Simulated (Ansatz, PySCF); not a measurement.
B(Cl)(F)(OAc) (C2H3BClFO2), SMILES CC(=O)OB(F)Cl. Atoms are numbered in the order given.

```xyz
10

B      0.7238     0.3541     0.6330
Cl     0.2159    -0.9902     1.6310
F      1.5950     1.2213     1.1151
O      0.3309     0.5234    -0.6625
C     -0.8262     0.0408    -1.2382
C     -0.6307    -0.2159    -2.7045
O     -1.8319    -0.0992    -0.6124
H     -1.5783    -0.5371    -3.1523
H      0.1376    -0.9925    -2.8394
H     -0.2632     0.6988    -3.1927
```
Charge 0, spin multiplicity 1.

The structure is a stationary point at ωB97X-D3(BJ)/def2-SVP. Other conformers were not sampled.

Two levels are set side by side: PBE-D3(BJ)/def2-SVP (Ansatz, a program for electronic structure) and ωB97X-D3(BJ)/def2-SVP (PySCF). Each level has its own optimised geometry; the coordinates shown are those of the second. Frequencies come from the Hessian of PySCF at each geometry. Differences are taken from unrounded values.

```tsv
quantity	ωB97X-D3(BJ)	PBE-D3(BJ)	PBE-D3(BJ) minus ωB97X-D3(BJ)
mean bond length (Å)	1.312	1.320	0.008
bond B1–Cl2 (Å)	1.750	1.758	0.008
bond B1–F3 (Å)	1.320	1.328	0.008
bond B1–O4 (Å)	1.364	1.371	0.007
bond O4–C5 (Å)	1.380	1.395	0.016
bond C5–C6 (Å)	1.501	1.503	0.001
bond C5–O7 (Å)	1.193	1.203	0.011
bond C6–H8 (Å)	1.096	1.103	0.007
bond C6–H9 (Å)	1.101	1.109	0.008
bond C6–H10 (Å)	1.100	1.108	0.008
highest harmonic wavenumber (cm⁻¹)	3227	3131	-96
mean harmonic wavenumber (cm⁻¹)	1113	1067	-46
zero-point energy (kcal/mol)	38.20	36.60	-1.59
```

GGA bonds tend to be longer and softer than those of functionals with exact exchange. Differences between two approximate levels are no errors against the true value.
